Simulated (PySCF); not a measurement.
The 8-electron isoelectronic series, non-relativistic

Calculated with PySCF 2.14 from differences of total energies of unrestricted determinants, without spin-orbit coupling. Each ion has its own even-tempered basis scaled to its charge (16s10p5d5f for the first); frozen: nothing. Ionisation energies in eV.

| ion | configuration | UHF | MP2 (all electrons) | NIST (with spin-orbit, Breit and QED) |
| --- | --- | --- | --- | --- |
| Cr¹⁶⁺ | [He] 2s2 2p4 (3P) | 1180.1 | 1181.5 | 1188 ± 2.1 (s) |
| Fe¹⁸⁺ | [He] 2s2 2p4 (3P) | 1448.9 | 1450.3 | 1460 ± 3 (s) |
| Sr³⁰⁺ | [He] 2s2 2p4 (3P) | 3633.6 | 3635.0 | 3664 ± 8 (s) |
| I⁴⁵⁺ | [He] 2s2 2p4 (3P) | 7742.2 | 7743.6 | 7811 ± 4 (t) |
| Eu⁵⁵⁺ | [He] 2s2 2p4 (3P) | 11331.6 | 11333.1 | 11457 ± 5 (t) |
| Er⁶⁰⁺ | [He] 2s2 2p4 (3P) | 13381.5 | 13382.9 | 13548 ± 10 (t) |
| Tm⁶¹⁺ | [He] 2s2 2p4 (3P) | 13811.8 | 13813.3 | 13988 ± 12 (t) |
| Ta⁶⁵⁺ | [He] 2s2 2p4 (3P) | 15601.4 | 15602.8 | 15820 ± 30 (t) |
| Pt⁷⁰⁺ | [He] 2s2 2p4 (3P) | 17991.4 | 17992.8 | 18280 ± 60 (t) |

Each ion has its own basis, which adds noise of up to about 0.1 % along the series.

NIST values marked (s) are semi-empirical, (t) theoretical. Open shells are high-spin determinants of the terms that Hund's rules give; for the heavier ions, far from LS coupling, these are not the ground levels.

All relativistic terms are absent from the calculated values; where these lie close to NIST, scalar and spin-orbit shifts of opposite sign can cancel.
